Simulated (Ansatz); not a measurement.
A nudged elastic band was laid between two geometries of F$_{2}$H$_{5}$HfNO$_{2}$ (11 atoms, charge 0, multiplicity 1).

Theory: RKS PBE0-D4/def2-SVP (Ansatz 0.2.0).

```json
{
  "movable images": "7",
  "climbing image": "yes",
  "spring": "5.0 eV/Å²",
  "optimiser": "quadratic models (default)",
  "start path": "through a guess of the saddle point",
  "force threshold": "0.05 eV/Å",
  "iteration limit": "60",
  "end points": "relaxed"
}
```

First end point:

```xyz
11
Properties=species:S:1:pos:R:3
Hf 0.045 -0.098 0.188
N -0.090 0.120 2.237
H -0.827 0.677 2.664
H 0.666 0.043 2.915
F 1.732 0.399 -0.602
O -1.216 1.239 -0.367
H -1.859 1.830 -0.752
F -0.782 -1.701 -0.565
O 1.261 -1.960 1.069
H 0.984 -2.715 0.531
H 0.797 -2.069 1.912
```

Last end point:

```xyz
11
Properties=species:S:1:pos:R:3
Hf 0.268 -0.416 -0.034
N 0.364 0.048 2.346
H -0.486 0.516 2.658
H 1.156 0.637 2.603
F 1.944 0.566 0.055
O -1.399 0.602 0.109
H -2.171 0.846 -0.402
F 0.243 -0.821 -1.922
O 0.231 -2.254 0.661
H 0.114 -3.132 0.295
H 0.445 -0.828 2.861
```

(1) What changes between the two ends?

(2) Give the energies along the band, and the barrier.

(3) What is the geometry of the highest image?

(4) What are the harmonic wavenumbers there?

Answers

(1) Bonds broken: O9–H11. Bonds formed: N2–H11.

(2) It converged. The highest image is number 2 of 0 to 8, 0.143 eV above the first end and 1.136 eV above the last; the last end lies 0.993 eV below the first. A vibrational analysis at the climbing image gives one clearly imaginary mode, 669i cm⁻¹: a first-order saddle point. The orbitals stay closed-shell, which can raise the energy where a bond breaks towards radicals; this wasn't checked here.

```tsv
image	path coordinate (Å)	energy (eV)	O9–H11 (Å)	N2–H11 (Å)
0	0.00	0.000	0.97	2.38
1	0.81	0.016	0.99	1.96
2	1.62	0.143	1.13	1.40
3	2.26	-0.425	1.69	1.05
4	2.90	-0.646	1.99	1.03
5	3.54	-0.787	2.19	1.02
6	4.18	-0.915	2.38	1.02
7	4.82	-0.983	2.65	1.02
8	5.46	-0.993	2.63	1.02
```

(3) 
```xyz
11
Properties=species:S:1:pos:R:3
Hf 0.137 -0.231 0.013
N 0.046 -0.142 2.217
H -0.868 -0.107 2.667
H 0.633 0.533 2.708
F 1.785 0.407 -0.733
O -1.071 1.233 -0.290
H -1.757 1.886 -0.407
F -0.815 -1.585 -0.977
O 1.068 -1.951 1.074
H 0.909 -2.898 1.009
H 0.643 -1.381 1.949
```

(4) 669i, 57, 128, 141, 169, 186, 198, 274, 322, 354, 366, 371, 531, 578, 632, 650, 660, 711, 714, 836, 1415, 1539, 1934, 3542, 3628, 3933, 4045 cm⁻¹.

The run took 6.4 min on 4 threads of Arm Neoverse V1, on a shared host, peak memory 0.36 GiB.
